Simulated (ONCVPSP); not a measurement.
**Before and after: ONCV potential for lead**

```json
{
  "Element": "Pb (Z = 82)",
  "Generator": "ONCVPSP 4.0.1",
  "Type": "optimised norm-conserving Vanderbilt (ONCV)",
  "Functional": "PBE",
  "Relativity": "scalar-relativistic",
  "Frozen core": "[Kr] 4d10 4f14",
  "Valence charge": "22",
  "Reference configuration": "5s2 5p6 5d10 6s2 (charge +2)",
  "Partial waves": "5s+6s: rc 1.30 bohr, ncon 3, nbas 6, qcut 7.6 1/bohr, 2 projectors; 5p: rc 1.70 bohr, ncon 4, nbas 8, qcut 6.9 1/bohr, 2 projectors, debl 2.1 Ha; 5d: rc 1.55 bohr, ncon 3, nbas 8, qcut 8.6 1/bohr, 2 projectors, debl 3.5 Ha; f scattering state at 0.23 Ha: rc 1.70 bohr, ncon 3, nbas 8, qcut 6.9 1/bohr, 3 projectors, debl 1.7 Ha",
  "Local potential": "polynomial inside 1.00 bohr (lpopt 5, dvloc0 1 Ha)",
  "Core correction": "Teter function, fcfact 5, rcfact 1.3"
}
```

In the p channel the program set the typed energies aside and used -3.771, 0.050 Ha.

All-electron outer shells of the reference configuration (PBE, scalar-relativistic, ld1.x):

| shell | level (eV) | outermost node (bohr) | outermost maximum (bohr) |
| --- | --- | --- | --- |
| 5s | -160.93 | 0.45 | 0.79 |
| 4f | -149.69 | – | 0.35 |
| 5p | -102.61 | 0.49 | 0.88 |
| 5d | -37.85 | 0.52 | 1.07 |
| 6s | -27.44 | 1.01 | 1.93 |

Change: functional LDA (Perdew-Wang 92). In the p channel the program set the typed energies aside and used -3.780, 0.050 Ha.

Cutoffs: the cutoffs (Ha) at which the residual kinetic energy of the hardest occupied pseudo-wave falls to 1 and 0.1 mHa per electron; they do not see the model core or the augmentation charge, which bear on the density cutoff. Errors are all-electron minus pseudo energies relative to the spin-unpolarised reference configuration.

**Question.** How do hardness, ghosts and transferability respond?

**Answer.** The potential gets neither clearly harder nor softer (26 Ha and 55 Ha → 26 Ha and 55 Ha); both files keep a bound ghost (f); of the 4 tests that both files solve, the error grows in 3 and shrinks in 0 by more than 15 % and 0.3 meV (median size 8.2 → 9.9 meV).

| quantity | base | changed |
| --- | --- | --- |
| cutoff, loose | 26 Ha | 26 Ha |
| cutoff, tight | 55 Ha | 55 Ha |
| loose cutoff by channel | s 26 Ha, p 18 Ha, d 25 Ha | s 26 Ha, p 18 Ha, d 26 Ha |
| bound ghosts | f | f |
| GHOST(+) flags under 300 eV | s at 115.3 eV | s at 111.8 eV |
| error for 5s2 5p6 5d10 6s2 6p2, meV [ΔE -20.02 → -20.58 eV] | +8.8 | +11 |
| error for 5s2 5p6 5d10 6s2 6p1, meV [ΔE -13.44 → -13.76 eV] | +5.5 | +7.2 |
| error for 5s2 5p6 5d10 6s1, meV [ΔE 32.41 → 32.88 eV] | -15 | -15 |
| error for 5s2 5p6 5d10 6s2 6p1.5, meV [ΔE -17.53 → -17.98 eV] | +7.6 | +9.3 |
| s: phases at 1.32 bohr within 0.05 rad from the reference energy up to (Ha; the scan ends near 5) | 2.2 | 2.1 |
| p: phases at 1.72 bohr within 0.05 rad from the reference energy up to (Ha; the scan ends near 5) | to the end of the scan | to the end of the scan |
| d: phases at 1.57 bohr within 0.05 rad from the reference energy up to (Ha; the scan ends near 5) | to the end of the scan | to the end of the scan |
| f: phases at 1.72 bohr within 0.05 rad from the reference energy up to (Ha; the scan ends near 5) | n/a | to the end of the scan |
| rms error of d²Exc/dni dnj with the model core, mHa | 0.81 | 0.58 |

 A true bound ghost makes a file unfit for plane-wave use even where its test errors are small: the radial tests pick states by their node count and pass the ghost by.
